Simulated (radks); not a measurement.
Values are calculated unless marked as measured or tabulated.
Minus the highest occupied eigenvalue as an estimate of the ionisation energy, Ho to Ho19+. The LB94 potential has the -1/r tail that LDA and GGA lack but no energy functional. Level of theory: Dirac Kohn-Sham, LB94 model potential, spin-unpolarised, spherical densities, finite nucleus; open shells fill j = l - 1/2 first; Fermi nuclear charge, rms radius 5.2022 fm (a radial shooting solver on a logarithmic mesh with Libxc functionals).

| species | configuration | HOMO | -e(HOMO) (eV) | <r> (bohr) | IE, NIST (eV) | kind |
|---|---|---|---|---|---|---|
| Ho | [Xe] 4f11 6s2 | 6s1/2 | 6.838 | 3.77 | 6.022 | exp. |
| Ho+ | [Xe] 4f11 6s1 | 6s1/2 | 13.116 | 3.40 | 11.78 | semi-emp. |
| Ho2+ | [Xe] 4f11 | 4f7/2 | 25.202 | 0.832 | 22.79 | semi-emp. |
| Ho3+ | [Xe] 4f10 | 4f7/2 | 43.924 | 0.779 | 42.5 | semi-emp. |
| Ho4+ | [Xe] 4f9 | 4f7/2 | 65.145 | 0.739 | - |  |
| Ho5+ | [Kr] 4d10 4f9 5s2 5p5 | 4f7/2 | 82.330 | 0.730 | 95 | theory |
| Ho6+ | [Kr] 4d10 4f9 5s2 5p4 | 4f7/2 | 100.30 | 0.722 | 112 | theory |
| Ho7+ | [Kr] 4d10 4f9 5s2 5p3 | 4f7/2 | 119.03 | 0.714 | 129 | theory |
| Ho8+ | [Kr] 4d10 4f10 5s2 5p1 | 4f7/2 | 132.84 | 0.725 | 155 | theory |
| Ho9+ | [Kr] 4d10 4f9 5s2 5p1 | 4f7/2 | 159.27 | 0.698 | 173 | theory |
| Ho10+ | [Kr] 4d10 4f9 5s2 | 4f7/2 | 180.79 | 0.690 | 197 | theory |
| Ho11+ | [Kr] 4d10 4f8 5s2 | 4f7/2 | 209.78 | 0.667 | 229 | theory |
| Ho12+ | [Kr] 4d10 4f7 5s2 | 4f7/2 | 240.33 | 0.646 | 263 | theory |
| Ho13+ | [Kr] 4d10 4f6 5s2 | 4f5/2 | 273.82 | 0.623 | 284 | theory |
| Ho14+ | [Kr] 4d10 4f6 5s1 | 4f5/2 | 299.28 | 0.618 | 305 | theory |
| Ho15+ | [Kr] 4d10 4f4 5s2 | 5s1/2 | 335.32 | 1.02 | 340 | theory |
| Ho16+ | [Kr] 4d10 4f5 | 4f5/2 | 360.59 | 0.597 | 373 | theory |
| Ho17+ | [Kr] 4d10 4f4 | 4f5/2 | 397.01 | 0.583 | 408 | theory |
| Ho18+ | [Kr] 4d10 4f3 | 4f5/2 | 434.70 | 0.569 | 441 | theory |
| Ho19+ | [Kr] 4d10 4f2 | 4f5/2 | 473.65 | 0.557 | 475 | theory |

Reference values: NIST Atomic Spectra Database (exp. = measured, semi-emp. = semi-empirical, theory = theoretical value adopted there). Spin polarisation and multiplet splitting are left out.

Beside tabulated values, note that spin-unpolarised runs miss the spin-polarisation part of the exchange energy of open shells. No tabulated value is given for the 4+ ions of Nd, Pm and Eu to Yb, where it belongs to another shell than the one emptied here.
